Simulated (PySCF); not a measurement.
A run for PySCF: R-M06-2X/6-31G* on CH5Ga (SMILES [CH3][GaH2]), a point of a torsion scan.

```python
from pyscf import gto, scf, dft, mp
from pyscf.data.elements import chemcore

mol = gto.M(
    atom='''
    C    -0.94649416   -0.06226429   -0.00098315
    Ga    1.05860200    0.13696611   -0.12409098
    H    -1.44434647    0.48700905   -0.80666366
    H    -1.24441504   -1.11285008   -0.07172716
    H    -1.32366966    0.31836180    0.95312121
    H     1.79870233    0.97633447   -1.23914116
    H     2.07170408   -0.53085060    0.88854320
    ''',
    basis='6-31g*',
    cart=True,
    charge=0, spin=0, verbose=3, max_memory=1800)
mf = dft.RKS(mol, xc='m062x')
mf.conv_tol = 1e-8
mf.max_cycle = 100
mf.kernel()
if not mf.converged:
    mf = mf.newton().run(mf.mo_coeff, mf.mo_occ)
```

Problem. Predict the final total energy.

Solution. -1965.6248 hartree.
